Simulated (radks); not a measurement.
Values are calculated unless marked as measured or tabulated.
Ionisation of neutral arsenic, [Ar] 3d10 4s2 4p3, to As+, [Ar] 3d10 4s2 4p2, under several functionals. Scalar-relativistic Kohn-Sham, spin-polarised, spherical densities, point nucleus; open shells are filled with parallel spins first; a radial shooting solver on a logarithmic mesh with Libxc functionals.

functional	E(As) (hartree)	Exc (hartree)	IE (eV)	-e(HOMO) (eV)	<r> HOMO (bohr)	IE error (eV)
AM05	-2257.98127	-80.75637	9.856	5.871	2.502	+0.067
PBEsol	-2259.26898	-82.05997	9.896	5.908	2.505	+0.108
B86b exchange with PBE correlation	-2261.27838	-84.10236	9.914	5.932	2.510	+0.126
OLYP	-2261.83361	-84.74015	9.737	5.722	2.490	-0.051

NIST Atomic Spectra Database: 9.789 eV (measured). Closest: OLYP. The Delta-SCF values span 0.18 eV, the total energies 3.85 hartree. The highest occupied level is 4p. Open shells are spherical and high-spin; term and fine-structure splittings are not resolved.
